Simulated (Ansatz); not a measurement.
Coupled-cluster diagnostics for AlCu2⁺, Ansatz.

Geometry of the singlet (PBE-D4/def2-TZVP):

```
atom   x (Å)   y (Å)   z (Å)
 Cu1   1.055   0.589  -0.712
 Cu2  -0.667  -0.880  -0.898
 Al3  -0.388   0.291   1.610
```

Correlated methods freeze 23 core orbitals. Another isomer (singlet) lies 0.62 eV lower at PBE0-D4/def2-TZVP; other spin states weren't run for this one.

Question: Estimate the CCSD(T) correlation energy, the shares of MP2 and (T), T1 and the reference's ⟨S²⟩ for: charge 1, singlet, own geometry in def2-TZVPP; and the rough time on 2 threads of Arm Neoverse V2 on a shared host.

Answer: 
| state | basis | correlation (eV) | MP2 share (%) | (T) share (%) | T1 | ⟨S²⟩ (pure) | wall time | remarks |
| --- | --- | --- | --- | --- | --- | --- | --- | --- |
| charge 1, singlet, own geometry | def2-TZVPP | -26.649 | 107.8 | 4.7 | 0.031 | 0.00 (0.00) | 15 s | restricted SCF unstable |
Customary marks for T1 are 0.02 (closed shells), 0.045 (open shells) and about 0.05 (3d metals). T1 exceeds 0.02 in 1 of 1 rows and 0.045 in 0; the higher it lies, the less the single-reference result can be trusted.
